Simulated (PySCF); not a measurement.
Si(H)(I)2(OMe) (CH₄I₂OSi), SMILES CO[SiH](I)I.

Coordinates come from a PBE-D3(BJ)/def2-SVP optimisation. The def2 effective core potentials stand for the cores of I; spin–orbit coupling is left out. Other conformers were not sampled.

All values below come from PySCF with PBE-D3(BJ)/def2-SVP.

Frequencies are harmonic and unscaled.

| mode | ν (cm⁻¹) | IR (km/mol) | moving atoms (share of kinetic energy) |
|---|---|---|---|
| 1 | 58 | 2.8 | C 33 %, H 25 %, O 23 %, Si 12 % |
| 2 | 80 | 0.2 | I 81 %, Si 9 % |
| 3 | 100 | 0.4 | H 76 %, C 13 % |
| 4 | 108 | 1.4 | H 41 %, C 30 %, I 15 %, O 11 % |
| 5 | 190 | 3.6 | O 36 %, I 24 %, C 19 %, Si 15 % |
| 6 | 249 | 4.1 | O 54 %, H 13 %, Si 13 %, C 11 %, I 9 % |
| 7 | 328 | 22.5 | Si 72 %, I 15 % |
| 8 | 419 | 114.8 | Si 76 %, I 9 %, H 9 % |
| 9 | 719 | 227.4 | H 88 % |
| 10 | 734 | 21.6 | H 55 %, O 22 %, Si 12 %, C 11 % |
| 11 | 782 | 163.1 | H 46 %, Si 34 %, O 12 %, C 8 % |
| 12 | 1104 | 242.8 | O 42 %, C 34 %, H 21 % |
| 13 | 1129 | 0.6 | H 77 %, C 19 % |
| 14 | 1159 | 87.6 | H 56 %, C 22 %, O 21 % |
| 15 | 1415 | 3.6 | H 91 % |
| 16 | 1420 | 10.9 | H 97 % |
| 17 | 1423 | 7.3 | H 94 % |
| 18 | 2174 | 72.8 | H 97 % |
| 19 | 2935 | 63.0 | H 97 % |
| 20 | 3014 | 22.5 | H 90 %, C 10 % |
| 21 | 3064 | 15.5 | H 91 %, C 9 % |
